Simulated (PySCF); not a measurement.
Species: C₆H₁₀NSi (doublet state).
Structure used (GFN2-xTB), in Å, numbered top down from 1:
```
atom  x, y, z in Å
C1    -3.143   -0.052   -0.092
N2    -1.720    0.105   -0.018
C3    -1.070    1.082    0.685
C4     0.272    0.900    0.566
C5     0.483   -0.259   -0.253
C6     1.699   -0.814   -0.641
Si7    3.365   -0.146   -0.174
C8    -0.804   -0.713   -0.582
H9    -3.417   -0.525   -1.035
H10   -3.513   -0.675    0.729
H11   -3.627    0.923   -0.030
H12   -1.623    1.834    1.215
H13    1.044    1.503    0.998
H14    1.637   -1.697   -1.263
H15    3.568    1.217   -0.688
H16    4.387   -1.027   -0.747
H17    3.546   -0.094    1.284
H18   -1.094   -1.555   -1.180
```

The hyperfine couplings belong to this conformer and change with its torsions.

Identity: `Cn1ccc([CH][SiH3])c1` [radical].

Theory: UKS B3LYP, pcH-1 on C H N Si, non-relativistic, mean-field spin-orbit, GIAO in PySCF 2.14.0. Isolated species at its GFN2-xTB geometry (one conformer only). A GFN2-xTB geometry isn't a minimum of the functional, and hyperfine couplings can be far from their values at a DFT geometry. The SCF solution wasn't tested for stability.

Question: What is the g tensor, term by term?

Answer: 
```
                    Δg (ppm)     1     2     3
relativistic mass correction  -142  -142  -142
            gauge correction    -1    36    27
   orbital Zeeman/spin–orbit    -4   409   894
                       total  -147   303   778
```

So g = 2.00217, 2.00262, 2.00310 and g_iso = 2.00263; the tensor is rhombic: the two nearest values differ by 49 % of g3 − g1. Axes: g2 points within 6° of the N2–C8 bond.

Question: What are the electron Larmor frequencies g μB B/h along the three axes at 330 mT?

Answer: 9.2476, 9.2496, 9.2518 GHz for g1, g2 and g3, a range of 4.3 MHz.

Question: What effective moment and Curie constant follow for a powder?

Answer: With the mean of g² = 4.0105 and S(S+1) = 0.75: μ_eff = √(⟨g²⟩S(S+1)) = 1.734 μB and χT = 0.12505·⟨g²⟩·S(S+1) = 0.376 cm³ K/mol (cgs; spin-Hamiltonian part alone).

Question: At 9.609 GHz, how far is the centre of the isotropic spectrum from where a free electron (g = 2.002319) resonates?

Answer: B = hν/(g μB) with μB/h = 13.99624 MHz/mT gives 342.87 mT for the free electron and 342.82 mT at g_iso, 0.05 mT lower.

Question: In a frozen sample, at which fields do the three g values resonate at 9.5, 34, 94 and 263 GHz (hyperfine left aside), and which band first spreads them over more than twice a line width of 0.5 mT?

Answer: 
| band | GHz | B(g3) mT | B(g2) mT | B(g1) mT | spread mT |
| --- | --- | --- | --- | --- | --- |
| X | 9.5 | 338.85 | 338.93 | 339.01 | 0.16 |
| Q | 34.0 | 1212.73 | 1213.02 | 1213.29 | 0.56 |
| W | 94.0 | 3352.85 | 3353.65 | 3354.40 | 1.55 |
| J | 263.0 | 9380.85 | 9383.08 | 9385.19 | 4.34 |

The spread grows in proportion to the frequency. W band is the first where it exceeds 1.0 mT.

Largest spin populations (Mulliken): C6 (+0.74), C8 (+0.31), C5 (-0.16) and C4 (+0.11). The angles at C6 add up to 360.0°, so it is planar; its axial dipolar tensor and the negative coupling of its proton fit spin in a p orbital normal to that plane.

The HOMO–LUMO gaps are 4.93 eV among the α and 4.17 eV among the β orbitals.

The run took 2.9 min (with the writing of density and orbital grids) on Arm Neoverse N1, one thread, no GPU, shared host with 64 logical CPUs at a one-minute load of 32, and the process peaked at 0.97 GiB of memory.
